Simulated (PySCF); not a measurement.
Compound: C₆H₄F₃ (charge -1).
Structure used (GFN2-xTB), in Å, numbered top down from 1:
```xyz
13
C6H4F3 angstrom
F      2.4079   -0.9057    0.9389
C      1.8590   -0.0206    0.0580
F      2.4866   -0.3706   -1.1402
F      2.4499    1.1722    0.3546
C      0.4119    0.0009    0.0301
C     -0.4359   -1.0893    0.2971
C     -1.7387   -0.6541    0.1335
C     -1.7120    0.6946   -0.2394
C     -0.3924    1.1038   -0.3090
H     -0.1093   -2.0764    0.5866
H     -2.6275   -1.2541    0.2729
H     -2.5769    1.3131   -0.4366
H     -0.0270    2.0868   -0.5643
```

ESP-fitted charges (e) from the PBE0/pcSseg-1 density (PySCF), one withheld:

| atom | bonded to | charge |
| --- | --- | --- |
| F1 | C2 | -0.2660 |
| C2 | F1 F3 F4 C5 | +0.6523 |
| F3 | C2 | -0.2899 |
| F4 | C2 | -0.2655 |
| C5 | C2 C6 C9 | -0.1179 |
| C6 | C5 C7 H10 | -0.3544 |
| C7 | C6 C8 H11 | ? |
| C8 | C7 C9 H12 | -0.2848 |
| C9 | C8 C5 H13 | -0.3347 |
| H10 | C6 | +0.1470 |
| H11 | C7 | +0.1184 |
| H12 | C8 | +0.1213 |
| H13 | C9 | +0.1411 |

Q: What is the charge on C7?

A: The charges add up to the total charge, -1. The others sum to -0.7331, which leaves -0.2669 e for C7 (aromatic CH carbon); the computed value is -0.2667, the difference coming from rounding.

Q: Add each hydrogen's charge to the atom that carries it.

A: C6 -0.2074, C7 -0.1483, C8 -0.1635, C9 -0.1936. Atoms without hydrogen keep their charges.

Q: Across which bond do the charges differ most?

A: C2–F3: +0.6523 on C2 against -0.2899 on F3, a difference of 0.9422 e. The lower charge is on the more electronegative element of the two (Pauling values: F 3.98, C 2.55).

Q: Take the bonds between elements whose Pauling electronegativities differ by more than 0.25. In how many does the more electronegative atom carry the lower charge?

A: In 7 of 7.

Q: How much positive and how much negative charge does this set hold in all?

A: +1.1801 e on 5 atoms and -2.1799 e on 8.

The ESP scheme fits charges at the nuclei, held to the total charge, to the electrostatic potential on points at 1.4 to 2.0 times the van der Waals radii. Geometry: GFN2-xTB; no solvent, vibrations or thermal averaging. The pcSseg-1 basis has no diffuse functions, a weakness for an anion.

The run behind these numbers computed NMR shieldings as well. Time: 20 s wall; peak memory 0.76 GiB. Hardware: one thread of an Arm Neoverse V2, no GPU, shared host with 32 logical CPUs at a one-minute load of 29.
